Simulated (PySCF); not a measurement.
C₂H₇NSi₃. Atoms are numbered in the order given.

```xyz
13

C      3.3234     0.6881     0.0000
C      2.2719     0.0730     0.0000
Si     0.6653    -0.8022     0.0000
Si    -0.9829     0.0794     1.4469
N     -1.8769     0.5396     0.0000
Si    -0.9829     0.0794    -1.4469
H      4.2528     1.2278     0.0000
H      0.8783    -2.2761     0.0000
H     -0.5727     1.2330     2.3047
H     -1.7185    -0.8839     2.3243
H     -2.7760     1.0158     0.0000
H     -1.7185    -0.8839    -2.3243
H     -0.5727     1.2330    -2.3047
```
Charge 0, spin multiplicity 1.

Geometry: B3LYP-D3(BJ)/def2-SVP. The structure was generated by enumeration, and PubChem lists no compound with its InChIKey, so it may never have been made.

The numbers are results of PySCF with TDA-PBE0/def2-SVPD, not measurements.

Vertical excitations. Isolated molecule, no solvent. State labels are in the subgroup Cs.

Computed lowest excited states:
```
state  symmetry  energy (eV)  λ (nm)      f                                                                  main pairs
-----  --------  -----------  ------  -----  --------------------------------------------------------------------------
S1           A"         5.20     238  0.029                                            HOMO→LUMO 50 %, HOMO→LUMO+2 43 %
S2           A"         5.39     230  0.074                                            HOMO→LUMO+2 53 %, HOMO→LUMO 43 %
S3           A'         5.43     228  0.001                                                            HOMO−1→LUMO 94 %
S4           A'         5.65     219  0.163                                                            HOMO→LUMO+1 69 %
S5           A"         5.85     212  0.013                                                          HOMO−2→LUMO+1 79 %
S6           A"         5.87     211  0.003                                                          HOMO−1→LUMO+1 92 %
S7           A'         5.98     207  0.003                                                          HOMO−1→LUMO+2 93 %
S8           A"         6.14     202  0.002                                                            HOMO→LUMO+3 71 %
S9           A'         6.40     194  0.086                                                            HOMO−2→LUMO 78 %
S10          A'         6.51     190  0.235   HOMO−2→LUMO+2 55 %, HOMO→LUMO+1 16 %, HOMO−3→LUMO+1 16 %, HOMO→LUMO+5 9 %
T1           A'         4.45     279      0                                                            HOMO→LUMO+1 71 %
T2           A"         4.63     268      0                                            HOMO→LUMO 74 %, HOMO→LUMO+2 18 %
T3           A"         4.79     259      0                                            HOMO→LUMO+2 74 %, HOMO→LUMO 19 %
T4           A'         4.98     249      0  HOMO−2→LUMO+2 34 %, HOMO−2→LUMO 19 %, HOMO→LUMO+1 16 %, HOMO−2→LUMO+3 11 %
```
Triplets are in the Tamm–Dancoff approximation.
